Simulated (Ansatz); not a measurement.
`OC1=C[SiH2][SiH2]1`, charge 0, multiplicity 1.

**Question.** Give a relaxed structure at PBE0-D4/def2-TZVP (Ansatz 0.2.0). (Estimate.)

**Answer.** Computed: 
Z-matrix (Å, degrees):
```
Si
Si 1 2.325
C 1 1.861 2 76.2
H 1 1.489 2 119.4 3 112.1
H 1 1.489 2 119.4 3 -112.1
C 2 1.892 1 73.9 3 -0.0
H 2 1.488 1 121.0 3 108.9
H 2 1.488 1 121.0 3 -108.9
H 3 1.090 1 132.3 2 180.0
O 6 1.344 2 126.6 1 180.0
H 10 0.966 6 109.6 2 -180.0
```
Point group Cs.
This is one stationary point; other conformers may exist.
